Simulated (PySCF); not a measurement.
AlH₂IO₂. Atoms are numbered in the order given.

```xyz
6

Al     0.0000     0.0000     1.3799
I      0.0000     0.0000    -1.0903
O      0.0000    -1.4437     2.2555
H      0.0000    -2.3243     1.8786
O      0.0000     1.4437     2.2555
H      0.0000     2.3243     1.8786
```
Charge 0, spin multiplicity 1.

Geometry optimised at PBE0-D3(BJ)/def2-SVP. The def2 effective core potentials stand for the cores of I; spin–orbit coupling is left out. One conformer was computed; it need not be the lowest.

Method: HF/def2-TZVPD (PySCF).

The molecule is in vacuum.

### Question
Estimate the frontier levels, gap, dipole moment and polarisability. (The exact figures need the calculation; the answer reports its results.)

### Answer

```yaml
highest_occupied_level: -10.50 eV
lowest_empty_level: 0.79 eV
orbital_gap: 11.29 eV
dipole_moment: 1.04 D
quadrupole, principal values (traceless, Buckingham form, about the centre of nuclear charge): -14.28, 3.87, 10.41 D·Å
mean_static_polarisability: 60.4 bohr³ (8.95 Å³)
polarisability_principal_values: 52.2, 58.4, 70.7 bohr³
```
